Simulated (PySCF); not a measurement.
SMILES C[Si](C)(C)C[SiH2]N (C4H15NSi2), GFN2-xTB optimised geometry.

```
22

C      1.60    -0.68     0.00
Si    -0.31    -0.68     0.00
C     -0.92     1.13     0.00
C     -0.91    -1.54     1.59
C     -1.01    -1.59    -1.52
Si    -0.32    -1.11    -3.22
N      1.21    -1.89    -3.37
H      2.00    -1.68    -0.07
H      2.00    -0.23     0.91
H      2.00    -0.10    -0.83
H     -2.00     1.18     0.05
H     -0.53     1.68     0.85
H     -0.60     1.65    -0.90
H     -0.54    -2.56     1.66
H     -0.57    -1.01     2.48
H     -1.99    -1.58     1.64
H     -2.08    -1.44    -1.54
H     -0.86    -2.67    -1.39
H     -1.12    -1.66    -4.32
H     -0.29     0.36    -3.36
H      1.73    -1.78    -4.22
H      1.84    -1.87    -2.58
```

Density from PySCF 2.14.0 with PBE0/def2-SVP at that geometry.

Minimum of the electron density along straight lines between bonded atoms, close to the bond critical point (lines longer than 1.1 times the sum of covalent radii, or with two minima, are not listed):

| bond | length / Å | ρ at the minimum / e bohr⁻³ | ∇²ρ there / e bohr⁻⁵ | position (fraction from the first atom) |
|---|---|---|---|---|
| C1–Si2 | 1.910 | 0.109 | 0.31 | 0.62 |
| Si2–C3 | 1.908 | 0.110 | 0.31 | 0.38 |
| Si2–C4 | 1.911 | 0.109 | 0.31 | 0.38 |
| Si2–C5 | 1.909 | 0.107 | 0.31 | 0.38 |
| C5–Si6 | 1.898 | 0.110 | 0.31 | 0.62 |
| Si6–N7 | 1.724 | 0.123 | 0.74 | 0.40 |
| C1–H8 | 1.086 | 0.271 | -0.96 | 0.62 |
| C1–H9 | 1.086 | 0.271 | -0.96 | 0.62 |
| C1–H10 | 1.086 | 0.271 | -0.96 | 0.62 |
| C3–H11 | 1.086 | 0.271 | -0.96 | 0.62 |
| C3–H12 | 1.086 | 0.271 | -0.96 | 0.62 |
| C3–H13 | 1.085 | 0.272 | -0.97 | 0.62 |
| C4–H14 | 1.086 | 0.271 | -0.96 | 0.62 |
| C4–H15 | 1.086 | 0.271 | -0.96 | 0.62 |
| C4–H16 | 1.086 | 0.271 | -0.96 | 0.62 |
| C5–H17 | 1.089 | 0.266 | -0.91 | 0.62 |
| C5–H18 | 1.089 | 0.267 | -0.92 | 0.62 |
| Si6–H19 | 1.467 | 0.117 | 0.32 | 0.49 |
| Si6–H20 | 1.475 | 0.115 | 0.32 | 0.49 |
| N7–H21 | 1.007 | 0.332 | -1.53 | 0.76 |
| N7–H22 | 1.007 | 0.332 | -1.53 | 0.76 |
